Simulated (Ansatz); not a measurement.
Relaxation of BClFH₄NS (9 atoms, charge 0, multiplicity 1), to a largest force component of 0.03 eV/Å in at most 50 steps.

Theory: Ansatz, RKS PBE0/def2-SVP.

```xyz
9
Properties=species:S:1:pos:R:3:forces:R:3
B 0.030 -0.198 -0.136 0.06 -0.22 -0.49
F -0.045 -0.586 1.134 -0.02 -0.14 0.26
N 1.254 -0.105 -0.784 0.00 -0.05 0.01
H 2.129 -0.246 -0.298 -0.01 0.05 -0.02
H 1.333 0.203 -1.743 0.03 -0.01 0.01
Cl -1.492 0.007 -1.031 -0.02 0.01 0.02
S -0.169 2.616 1.142 -0.11 -0.39 0.45
H -1.375 2.497 0.548 0.01 0.00 0.01
H -0.322 1.414 1.797 0.05 0.75 -0.26
```

Task: Where does it end, and by what steps?

Result: The forces met the threshold. After 8 steps the energy has fallen by 0.097 eV; S7 moved furthest, 0.46 Å.

```
step  energy less start (eV)  largest force component (eV/Å)  accepted
   0                  0.0000                           0.748       yes
   1                 -0.0650                           0.472       yes
   2                 -0.0864                           0.245       yes
   3                 -0.0902                           0.149       yes
   4                 -0.0939                           0.076       yes
   5                 -0.0956                           0.068       yes
   6                 -0.0967                           0.088       yes
   7                 -0.0972                           0.047       yes
   8                 -0.0975                           0.021       yes
```

```xyz
9
Properties=species:S:1:pos:R:3
B 0.085 -0.288 -0.239
F 0.019 -0.588 1.057
N 1.304 -0.241 -0.901
H 2.180 -0.380 -0.414
H 1.388 0.005 -1.876
Cl -1.439 0.011 -1.096
S -0.403 2.892 1.425
H -1.349 2.462 0.565
H -0.440 1.729 2.109
```

Whether the end is a true minimum wasn't checked by a vibrational analysis.

The run took 23 s on 2 threads of Arm Neoverse V2, with other jobs on the host, peak memory 0.2 GiB.
